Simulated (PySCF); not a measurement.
# B²⁺ (boron, charge +2) across methods

[He] 3d1, 2D determinant (an excited configuration). Calculation: PySCF 2.14, in aug-cc-pVQZ-DK; scalar relativity by spin-free X2C-1e. The B2PLYP total includes its PT2 part (frozen core); its orbital energies are those of the SCF part.

| method | E (hartree) | mean ε 1s α (eV) | mean ε 1s β (eV) | mean ε 3d α (eV) | Σ⟨r²⟩ (bohr²) | ⟨S²⟩ |
| --- | --- | --- | --- | --- | --- | --- |
| UHF | -22.49161 | -250.62 | -250.62 | -13.585 | 14.52 | 0.750 |
| LC-wPBE | -22.5129 | -227.97 | -227.96 | -14.164 | 13.34 | 0.750 |
| r2SCAN | -22.5612 | -225.04 | -225.06 | -11.877 | 13.50 | 0.750 |
| PBE | -22.5254 | -221.90 | -221.88 | -12.044 | 13.25 | 0.750 |
| PW91 | -22.5429 | -222.24 | -222.22 | -12.045 | 13.26 | 0.750 |
| PBE0 | -22.5294 | -229.28 | -229.27 | -12.491 | 13.51 | 0.750 |
| B2PLYP | -22.5408 | -237.58 | -237.59 | -12.878 | 13.75 | 0.750 |
| LDA | -22.2680 | -219.90 | -219.89 | -11.630 | 13.84 | 0.750 |
| M06 | -22.5926 | -229.50 | -229.48 | -12.473 | 13.21 | 0.750 |

The outer electron is Rydberg-like, and this basis confines it to a smaller radius and binds it less than a complete one would.
